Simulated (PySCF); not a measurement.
CH₃AlBrFO, SMILES C[O][Al]([F])[Br].

Coordinates come from a B3LYP-D3(BJ)/def2-SVP optimisation. The values are those of a single conformer.

These are PBE/def2-TZVP (PySCF) values and carry that method's errors.

Symmetry labels are those of the subgroup Cs that the program uses (full group Cs).

Computed valence orbital energies around the gap with their symmetry:
```
orbital  symmetry  energy (eV)
-------  --------  -----------
HOMO−7         A'       -10.93
HOMO−6         A'        -9.80
HOMO−5         A"        -9.79
HOMO−4         A'        -9.24
HOMO−3         A"        -7.83
HOMO−2         A'        -7.68
HOMO−1         A'        -7.18
HOMO           A"        -7.12
LUMO           A'        -1.96
LUMO+1         A"        -1.07
LUMO+2         A'         0.43
LUMO+3         A'         1.17
```
